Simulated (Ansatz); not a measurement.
```xyz
8

O    -1.605    0.241    0.290
Si   -0.089    0.013    0.016
O     0.958    0.809    1.069
O     0.448    0.506   -1.503
O     0.423   -1.589    0.104
H     0.449    1.496    1.503
H    -0.329    0.597   -2.057
H    -0.255   -2.074    0.578
```

Charge -1, multiplicity 1.

Problem. List the ωB97M-V/def2-TZVPPD orbital energies in eV (Ansatz). (Best estimate.)

Solution. The calculation gave: Occupied: -1801.95, -520.85, -520.85, -520.85, -518.26, -142.80, -96.94, -96.94, -96.89, -26.08, -25.29, -25.29, -21.80, -13.24, -11.02, -11.01, -9.33, -8.43, -8.43, -7.14, -7.14, -6.17, -5.87, -4.44, -4.44. Lowest empty: 4.08, 4.85, 4.85, 5.22, 5.94, 5.94, 6.11, 6.20.
